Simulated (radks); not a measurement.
The numbers below are computed, except where a source is named.
Neutral praseodymium inside a hard spherical wall (all orbitals vanish at R), configuration held at [Xe] 4f3 6s2 and not refilled when levels cross. Code: a radial shooting solver on a logarithmic mesh with Libxc functionals. Model: scalar-relativistic Kohn-Sham, PBEsol, spin-unpolarised, spherical densities, point nucleus. Eigenvalues in eV, with the zero of energy where the potential of the charges vanishes at infinity; a dash marks a level that is unbound or too diffuse for the functional's potential to be trusted. A positive occupied level is held by the wall or, in an anion where self-interaction has pushed it up, behind a barrier. The pressure on the wall is -dE/dV.

R (bohr),E (hartree),kinetic (hartree),e(5s),e(5p),e(6s),"e(5d, empty)",e(4f),"e(6p, empty)",pressure (GPa)
free,-9233.8943,9806.920,-39.051,-21.478,-3.481,-2.037,-1.285,-1.230,0
20,-9233.8943,9806.920,-39.051,-21.478,-3.481,-2.037,-1.285,-1.229,< 0.0001
12,-9233.8936,9806.926,-38.995,-21.423,-3.439,-1.989,-1.230,-1.104,0.0101
5,-9233.5001,9808.542,-34.337,-16.997,3.969,2.917,3.617,10.237,37.1
4,-9232.7158,9811.522,-30.134,-12.941,15.138,8.544,8.518,25.039,208
3.5,-9231.6599,9815.481,-25.938,-8.603,28.144,14.682,13.639,41.066,580
1.5,-9146.5936,10068.161,166.02,210.09,575.39,277.82,153.47,621.46,239000
